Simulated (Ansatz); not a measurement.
Start from `C[O][GeH]([SH])[Cl]` and change one atom or group to get `C[O][GeH]([F])[Cl]`.

Ansatz, PBE0-D4/def2-TZVP geometries, multiplicity 1. Each molecule was computed in one conformer, which needn't be the lowest.

Scalar relativity is left out up to krypton.

```
                               property  `C[O][GeH]([SH])[Cl]`
     HOMO energy (PBE0/def2-TZVPP) / eV                  -7.92
HOMO–LUMO gap (ωB97M-V/def2-TZVPP) / eV                  11.42
  HOMO energy (ωB97M-V/def2-TZVPP) / eV                 -10.15
      HOMO energy (PBE/def2-TZVPP) / eV                  -6.62
     LUMO energy (PBE0/def2-TZVPP) / eV                  -0.74
   HOMO–LUMO gap (PBE0/def2-TZVPP) / eV                   7.18
```

(1) What does the change do to each property? (An estimate is asked.)

Results:

(1) The calculation gave: 
```csv
property,`C[O][GeH]([F])[Cl]`,shift
HOMO energy (PBE0/def2-TZVPP) / eV,-8.69,-0.77
HOMO–LUMO gap (ωB97M-V/def2-TZVPP) / eV,12.81,1.39
HOMO energy (ωB97M-V/def2-TZVPP) / eV,-11.08,-0.93
HOMO energy (PBE/def2-TZVPP) / eV,-7.08,-0.46
LUMO energy (PBE0/def2-TZVPP) / eV,-0.31,0.43
HOMO–LUMO gap (PBE0/def2-TZVPP) / eV,8.38,1.20
```

With PBE0 the HOMO falls by 0.77 eV and the LUMO rises by 0.43 eV, so the gap widens by about 1.20 eV. PBE moves the HOMO by -0.46 eV and ωB97M-V by -0.93 eV.
